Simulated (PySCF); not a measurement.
Si(F)2(OH)2, SMILES F[Si](O)(F)O, singlet at its PBE0/def2-SVP optimised geometry (Å):

```
7

O     -1.2235    -1.5808     1.3116
Si    -0.7477    -0.7497     0.0000
O      0.8764    -0.7497     0.0000
F     -1.3307     0.7497     0.0000
F     -1.3449    -1.3965    -1.3463
H     -2.1630    -1.7443     1.4284
H      1.3307    -0.2310    -0.6692
```

Method: PBE0/def2-TZVP (PySCF). Cells within 0.4 Å of a nucleus heavier than hydrogen are left out (blank, or x).

Map of the deformation density (molecule minus spherical neutral atoms) (e/bohr³) on the plane z = 1.0 Å:

```
|22222222222222222222222222222|
|22222222222222222222222222222|
|22222222222222222222222222222|
|22222222222222222222222222222|
|22222222222222222222222222222|
|22222222222222222222222222222|
|22222222222222222222222222222|
|22222222222222222222222222222|
|22222222222222222222222222222|
|22222222222222222222222222222|
|22222222222222222222222222222|
|22222222222211122222222222222|
|22222222222111112222222222222|
|22222221111111112222222222222|
|22222111111000112222222222222|
|22221111110000012222222222222|
|22211111221000012222222222222|
|22111112344200011222222222222|
|22111123588510011122222222222|
|21110123499620011122222222222|
|211001441xx521011122222222222|
|211001453x9521111122222222222|
|21100033467421111122222222222|
|21110012234322112222222222222|
|22111111222222222222222222222|
|22211111222222222222222222222|
|22222112222222222222222222222|
|22222222222222222222222222222|
|22222222222222222222222222222|
```
Scale: ten equal steps from -0.016 (start of '0') to 0.056 (end of '9'), in the order '0123456789'; x runs from -3.50 to 3.50, y from -3.50 (bottom) to 3.50 (top).
